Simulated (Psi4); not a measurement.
# MP2, SCS-MP2 and SOS-MP2 from spin components

System: HAlClFO (SMILES [OH][Al]([F])[Cl]), singlet, geometry from GFN2-xTB (such geometries of metal compounds can be far from the true shape). Level: MP2/cc-pVDZ (Psi4). Sums are taken with unrounded values, so a last digit can differ.

Input for Psi4:
```
memory 2 GB

molecule mol {
0 1
Al    0.165795    0.132861   -0.316248
F     1.808627    0.253154   -0.465768
Cl   -0.667113   -0.575583    1.374743
O    -0.768158    0.604371   -1.578109
H    -0.946783    0.944349   -2.442612
}

set {
  basis cc-pvdz
  reference rhf
  freeze_core true
}

energy('mp2')
print_variables()
```

It gave an SCF energy of -876.507845 Eh, a same-spin correlation energy of -0.153582 Eh and an opposite-spin one of -0.410384 Eh.

Q: Work out the MP2, SCS-MP2 (6/5 and 1/3) and SOS-MP2 (1.3 and 0) correlation and total energies.

A: MP2: -0.410384 + (-0.153582) = -0.563965 Eh, total -877.071810 Eh, as the program printed. SCS-MP2: 1.2 × (-0.410384) + (-0.153582)/3 = -0.543654 Eh, total -877.051499 Eh. SOS-MP2: 1.3 × (-0.410384) = -0.533499 Eh, total -877.041344 Eh. Opposite spins carry 73 % of the MP2 correlation; same-spin pairs are already kept apart by exchange.
